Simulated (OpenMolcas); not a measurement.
## Cl6+: RASPT2 settings compared

```json
{"Program": "OpenMolcas 26.06", "Basis": "ANO-RCC-VQZP [6s5p3d2f1g]", "Scalar Hamiltonian": "DKH3, point nucleus", "Active space": "1 electron in 9 orbitals (RAS2 3s 3p; RAS3 3d, at most 1 electron)", "State averaging": "2S+1 = 2 even, 1 root; 2S+1 = 2 odd, 3 roots", "Spin-orbit coupling": "RASSI with atomic mean-field integrals over the reference wave functions, term energies averaged over their components"}
```

Methods on the same reference wave functions:
A. RASSCF
B. SS-RASPT2, IPEA 0 Eh, imaginary shift 0.4 Eh (closed shells correlated: 2s 2p)
C. SS-RASPT2, IPEA 0.6 Eh, sigma2 regulariser 0.05 Eh (closed shells correlated: 2s 2p)
D. SS-RASPT2, IPEA 0.1 Eh, real shift 0.5 Eh (closed shells correlated: 2s 2p)

Energies in cm⁻¹ above 3s ²S_1/2, the measured ground level; measured values from Moore, Atomic Energy Levels, vol. I, NSRDS-NBS 35 (1971 reprint of NBS Circular 467, 1949).

```csv
Level,A,B,C,D,Measured
3s ²S_1/2,0.0,0.0,0.0,0.0,0.0
3p ²P°_1/2,123051,123340,123343,123341,123001
3p ²P°_3/2,124749,125038,125040,125038,124891
```

Deviations, from unrounded energies. A percentage is the sum of absolute deviations over the sum of measured energies, with the sign that they share, or ± where signs differ.

```json
{"Against measurement": "mean absolute deviation (cm-1)", "Levels": "2", "A": "96", "B": "240", "C": "250", "D": "240"}
{"Against measurement": "other configurations (%)", "Levels": "2", "A": "±0.1", "B": "+0.2", "C": "+0.2", "D": "+0.2"}
```

A lies closest to measurement on these levels and C furthest from it. The largest miss of A in the table is 3p ²P°_3/2, by -140 cm-1. The ranking rests on the paired levels alone, and a cruder setting can come out closer through cancelling errors.

Among B to D no level of the table moves by more than 5 cm-1.

The lowest spin-free term lies below A's lowest term by 0.043 hartree in B, 0.043 hartree in C, 0.043 hartree in D.

With one active electron outside closed inactive shells, the extra shells (3d) add no correlation to the reference. With one active electron the reference holds no correlation, so core polarisation is missing (holds for A). With one active electron, CASPT2 adds the correlation within the correlated inactive shells and between them and that electron, and leaves the splitting within a term as the reference gives it (holds for B; C; D). Measured partners are found by configuration, term and J. A level has none where our copy of the source lacks it or the pairing is in doubt (some pairs that miss far off the trend of their configuration count as doubtful), and it then counts in no deviation. Levels of configurations outside the active space are missing.

° marks odd parity.
